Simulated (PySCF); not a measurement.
# What a mistake does to a calculation on BCClH4Si

All numbers below are calculated, not measured. They come from PySCF 2.14.0, an open-source quantum chemistry program, on an isolated molecule that a program drew, which may never have been made. The molecule is BCClH4Si (charge 0, singlet), drawn as the SMILES string `BC=[SiH]Cl`.

Each row is a Hartree-Fock (HF) and frozen-core CCSD(T) single point in the cc-pV(D+d)Z basis, meant for a local HF minimum. Run 1 is clean. Each other run has one planted mistake out of seven kinds, and not every kind appears here: one electron removed, one electron added, multiplicity raised by two, geometry at a saddle point, minimal basis STO-3G, one bond length entered in bohr, all coordinates scaled. The reference is restricted for singlets and unrestricted otherwise, and also for a bond in bohr. Adding or removing an electron swaps singlet and doublet. Electrons count all cores. HOMO and LUMO are orbital energies over both spins, the gradient is its largest component, and the lowest frequency (negative if imaginary) is given only where the gradient is small. Bond lengths are over the 7 bonds as drawn. T1 is the CCSD diagnostic: over 0.02 (restricted) or 0.045 (unrestricted) a single reference is doubtful.

Geometry of the clean run:
```xyz
8
BCClH4Si, angstrom
B    -1.8149   -0.5634    1.6556
C    -0.6416   -1.4641    1.2893
Si    0.8330   -0.6440    1.1033
Cl    2.6187   -1.5024    0.6178
H    -1.6489    0.6252    1.7886
H    -2.9226   -1.0003    1.8204
H    -0.7338   -2.5353    1.1577
H     1.0250    0.7947    1.2662
```

```
run  electrons  basis functions  <S^2>  HOMO (eV)  LUMO (eV)  gradient (hartree/bohr)  lowest frequency (cm^-1)  mean bond (Å)  longest bond (Å)      T1  HF (hartree)  CCSD(T) (hartree)                          mistake
  1         46               94  0.000      -9.47       1.31                  2.6e-05                       119         1.4592             2.040  0.0124    -813.32165         -813.83543                         no fault
  2         45               94  0.755     -17.76      -7.04                  9.6e-02                         -         1.4592             2.040  0.0160    -813.02660         -813.49445             one electron removed
  3         46               94  2.024      -6.22      -0.67                  1.0e-01                         -         1.4592             2.040  0.0187    -813.22861         -813.71077       multiplicity raised by two
  4         46               94  0.805      -9.03       1.10                  2.5e-02                         -         1.5969             2.047  0.0569    -813.18807         -813.69945  one bond length entered in bohr
  5         46               94  0.000      -9.57       1.46                  1.6e-02                         -         1.4315             2.001  0.0120    -813.31857         -813.82978                                ?
```

**Which mistake was planted in run 5, and what did it cost?**

The mean and the longest bond both change by the same factor, 0.981, and the gradient is no longer small. So the mistake is: all coordinates scaled. Subtracting run 1 and multiplying by 627.51 kcal/mol a hartree, the energy moved by 1.9 kcal/mol in HF and 3.5 kcal/mol in CCSD(T).

Cautions from the logs. Run 4: T1 is over the limit, so its CCSD(T) energy is less reliable.
